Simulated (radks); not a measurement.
The numbers below are computed, except where a source is named.
Valence configurations of neutral boron (all share [He]). Code: a radial shooting solver on a logarithmic mesh with Libxc functionals. Model: non-relativistic Kohn-Sham, r2SCAN, spin-polarised, spherical densities, point nucleus; open shells are filled with parallel spins first; meta-GGA in the generalised Kohn-Sham scheme. Order these by energy: 2s2 2p1; 2s1.5 2p1.5; 2p3; 2s1 2p2; 2s0.5 2p2.5.

Answer. From the lowest, in eV above it: 2s2 2p1 0.000; 2s1.5 2p1.5 1.938; 2s1 2p2 2.784; 2s0.5 2p2.5 6.090; 2p3 9.365. NIST lists [He] 2s2 2p1 as the ground configuration; this level of theory agrees among the configurations tried. The energies are those of spherical high-spin densities, not of single terms.
